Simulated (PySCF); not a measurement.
ClFH₄SSi₂, SMILES F[SiH2]S[SiH2]Cl.

Geometry: PBE-D3(BJ)/def2-SVP. The structure was generated by enumeration, and PubChem lists no compound with its InChIKey, so it may never have been made. One conformer was computed; it need not be the lowest.

Two levels are set side by side: PBE/def2-TZVP (PySCF) and PBE0/def2-TZVP (PySCF). Same geometry, gas phase. Differences are taken from unrounded values.

```
quantity                      PBE0    PBE  PBE minus PBE0
---------------------------  -----  -----  --------------
orbital gap (eV)              7.60   5.51           -2.09
highest occupied level (eV)  -8.24  -7.02            1.22
lowest empty level (eV)      -0.64  -1.51           -0.87
dipole moment (D)             0.25   0.24           -0.01
mean polarisability (bohr³)   80.7   83.7             3.0
```

Without exact exchange PBE keeps part of each electron's self-repulsion, which lifts occupied levels and narrows the gap. Loosely held outer electrons make PBE densities more polarisable. Differences between two approximate levels are no errors against the true value.

Rough cost on one machine, each run with all the roots and properties that it gave: PBE0 against PBE within a factor of 2.
